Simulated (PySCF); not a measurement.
From one molecule to another.

First species: 2-methoxypyrazine, C5H6N2O.
Z-matrix (Å and degrees, GFN2-xTB geometry), rows numbered from 1:
```
C 
O   1  1.4172
C   2  1.3362  1  116.06
C   3  1.4078  2  119.12  1   179.45
N   4  1.3123  3  121.13  2  -179.87
C   5  1.3322  4  117.73  3    -0.04
C   6  1.3813  5  121.21  4     0.01
N   3  1.3259  2  119.81  1    -0.47
H   1  1.0875  2  105.94  3  -179.16
H   1  1.0920  2  110.48  3   -59.39
H   1  1.0921  2  110.61  3    61.00
H   4  1.0800  3  121.07  2     0.05
H   6  1.0799  5  116.30  4   179.98
H   7  1.0813  6  122.62  5   179.97
```

Second species: C5H6N2O.
SMILES with atom numbers: `[H]/[N:8]=[CH:7]\[CH2:6][NH:5][C:3]([C:2]#[CH:1])=[O:4]` (hydrogens: H9 on C1; H10 on N5; H11, H12 on C6; H13 on C7; H14 on N8)

Geometry (GFN2-xTB, Å), atoms numbered from 1 in this order:
```
atom  x, y, z in Å
C1     3.2991    0.9163    0.6040
C2     2.2977    0.4859    0.1036
C3     1.1130   -0.0012   -0.5709
O4     0.9777   -0.0018   -1.7742
N5     0.1738   -0.4584    0.2990
C6    -1.1089   -0.9417   -0.1446
C7    -2.2482   -0.0446    0.2767
N8    -2.1875    1.1023    0.7703
H9     4.1732    1.2882    1.0530
H10    0.3538   -0.4227    1.2905
H11   -1.0755   -0.9752   -1.2403
H12   -1.2877   -1.9571    0.2275
H13   -3.2374   -0.4658    0.1241
H14   -1.2438    1.4752    0.8845
```

Levels: PBE0/def2-SVPD for dipole moment, HOMO energy, LUMO energy, HOMO–LUMO gap, static isotropic polarisability and electronic spatial extent ⟨r²⟩ about the centre of nuclear charge; TDDFT PBE0/def2-SVPD for lowest singlet excitation; TDA PBE0/def2-SVPD for lowest triplet excitation (Tamm–Dancoff); GFN2-xTB for rotational constant A and rotational constant C. Geometries: GFN2-xTB. Each structure is a single optimised conformer of the isolated species, non-relativistic unless stated; the electronic structure was computed with PySCF and density fitting.

The conformers computed, where there is a choice (atom-mapped SMILES and torsion angles):
- `[CH3:1][O:2][c:3]1[cH:4][n:5][cH:6][cH:7][n:8]1`: C1–O2–C3–C4 179°
- `[H]/[N:8]=[CH:7]\[CH2:6][NH:5][C:3]([C:2]#[CH:1])=[O:4]`: C2–C3–N5–C6 177°, C3–N5–C6–C7 -112°, N5–C6–C7–N8 11°

Which of the two has the higher S1 energy, and by how much?

The second: 4.96 eV against 4.31 eV, a difference of 0.65 eV.

Which has the higher static isotropic polarisability?

The second: 76.9 au against 75.4 au, a difference of 1.5 au.

Which has the higher LUMO energy?

The second: -1.28 eV against -1.35 eV, a difference of 0.07 eV.

Which has the higher rotational constant A?

The first: 5.416 GHz against 4.233 GHz, a difference of 1.183 GHz.

Which has the higher rotational constant C?

The first: 1.299 GHz against 1.037 GHz, a difference of 0.262 GHz.

Which of the two has the higher HOMO energy, and by how much?

The first: -7.17 eV against -7.69 eV, a difference of 0.52 eV.

Which of the two has the higher dipole moment, and by how much?

The second: 3.65 D against 1.70 D, a difference of 1.95 D.

Which has the higher ⟨r²⟩?

The second: 1118 bohr² against 894 bohr², a difference of 224 bohr².

On the first: The principal polarisabilities are 47.0, 78.3 and 101.0 au; their mean is the isotropic value. The 6 singlets span 4.31 to 6.82 eV, and their oscillator strengths add up to 0.34.

On the second: The vertical singlet–triplet gap S1 − T1 is 0.53 eV (TDDFT singlet less Tamm–Dancoff triplet; S1: HOMO−1→LUMO, weight 0.93; T1: HOMO→LUMO+1, weight 0.90). S1 lies 1.45 eV below the HOMO–LUMO gap; its leading configuration is HOMO−1→LUMO, weight 0.93.
